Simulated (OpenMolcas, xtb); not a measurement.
**How methods differ on SnGeH6 (SMILES [GeH3][SnH3])**

SnGeH6: 8 atoms, total charge 0, spin state singlet. As SMILES, `[GeH3][SnH3]`. Geometry: relaxed at PBE0-D4/def2-TZVP.

Each level gives the vertical energy of the triplet above the singlet (eV). The values are calculated.

```
                           level             kind     program  value (eV)
                        GFN0-xTB   semi-empirical         xtb        6.62
                        GFN1-xTB   semi-empirical         xtb        5.46
    HF/def2-SVP (core potential)     Hartree–Fock  OpenMolcas        6.60
 SVWN5/def2-SVP (core potential)              LDA  OpenMolcas        5.72
  BLYP/def2-SVP (core potential)              GGA  OpenMolcas        5.68
   PBE/def2-SVP (core potential)              GGA  OpenMolcas        5.73
r2SCAN/def2-SVP (core potential)         meta-GGA  OpenMolcas        5.89
M06-2X/def2-SVP (core potential)  hybrid meta-GGA  OpenMolcas        5.92
```

Spin-orbit coupling, which can split open shells on such heavy atoms by tenths of an eV, is left out. The values span 5.46 to 6.62 eV. The xTB rows lack spin polarisation, so open shells miss the exchange term that lowers them. A triplet this far above the singlet is often a Rydberg-like or dissociative state; sets without diffuse functions put Rydberg states too high.
